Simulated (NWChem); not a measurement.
System: CrNH₂O₂Cl; SMILES [Cl][Cr](=[NH])(=[O])[OH]

```xyz
7

Cr     0.0255    -0.2897     0.0466
O      0.9628    -0.6588     1.2307
N      0.6816    -0.7677    -1.3601
H      1.5919    -1.2107    -1.5783
Cl    -0.2083     1.8572    -0.0285
O     -1.5262    -1.0731     0.2533
H     -1.9125    -1.4204    -0.5768
```
Atoms are numbered in this order, from 1.

Level: PBE-D3(BJ)/def2-SVP (NWChem), optimised geometry, unscaled harmonic frequencies. 

Problem. List the harmonic frequencies with IR intensities, and the thermochemistry.

Solution. 
```csv
frequency (cm⁻¹),IR intensity (km/mol)
181,0.8
221,6.9
265,6.5
292,2.3
340,15.3
407,36.7
439,73.5
576,120.7
621,56.6
733,202.9
796,15.2
997,62.3
1099,102.9
3411,105.7
3693,168.1
```

zero-point energy: 20.1 kcal/mol
thermal correction to the enthalpy at 298.15 K (with zero-point energy): 24.7 kcal/mol
heat capacity Cv: 21.6 cal/(mol K)
entropy at 298.15 K and 1 atm (symmetry number 1): 79.5 cal/(mol K)
dipole moment: 3.06 D

Rigid rotor and harmonic oscillator.
